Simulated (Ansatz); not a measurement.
C3H11BFN, SMILES `C[NH2+][B-](C)(C)F` at its PBE0-D4/def2-TZVP geometry, where that method's forces vanish. Charge 0, multiplicity 1.

```tsv
atom	x (Å)	y (Å)	z (Å)
C1	-1.7622	1.0096	-0.4818
N2	-1.0663	-0.0528	0.2570
B3	0.4870	-0.4035	-0.2687
C4	0.9573	-1.6475	0.6355
C5	1.3692	0.9329	-0.1410
F6	0.2468	-0.7753	-1.6111
H7	-2.8051	1.0956	-0.1727
H8	-1.7061	0.7742	-1.5429
H9	-1.2511	1.9538	-0.3059
H10	-1.0271	0.1641	1.2482
H11	-1.5777	-0.9273	0.1691
H12	1.0472	-1.4039	1.7010
H13	1.9464	-1.9844	0.3117
H14	0.2912	-2.5158	0.5479
H15	1.0456	1.7357	-0.8124
H16	1.4000	1.3399	0.8771
H17	2.4048	0.7048	-0.4109
```

For each bond, give half the difference of the two atoms' forces along it (eV/Å; positive pushes the atoms apart) under PBE-D4, r2SCAN-D4, B3LYP-D4, ωB97M-V in def2-TZVPP. (Best estimate.)

The calculation gave: 
```
  bond  length (Å)  PBE-D4  r2SCAN-D4  B3LYP-D4  ωB97M-V
 C1–N2       1.469    0.11       0.23      0.28     0.23
 C1–H7       1.091    0.06      -0.07     -0.09    -0.09
 C1–H9       1.088    0.09      -0.06     -0.09    -0.09
 N2–B3       1.677   -0.08       0.04      0.07     0.07
N2–H10       1.015    0.19      -0.03     -0.07    -0.09
N2–H11       1.017    0.22      -0.02     -0.07    -0.09
 B3–C4       1.608   -0.10      -0.02      0.00     0.00
 B3–C5       1.606   -0.10      -0.03      0.01     0.00
 B3–F6       1.414    0.38       0.11      0.18     0.19
C4–H12       1.097    0.11      -0.01     -0.03    -0.04
C4–H13       1.094    0.13      -0.01     -0.06    -0.06
C4–H14       1.098    0.12      -0.01     -0.03    -0.05
C5–H16       1.097    0.10      -0.01     -0.03    -0.04
C5–H17       1.094    0.12      -0.01     -0.06    -0.05
```

B3LYP here is the variant with VWN-RPA as its local correlation; programs differ in this.

All numbers were calculated with Ansatz.
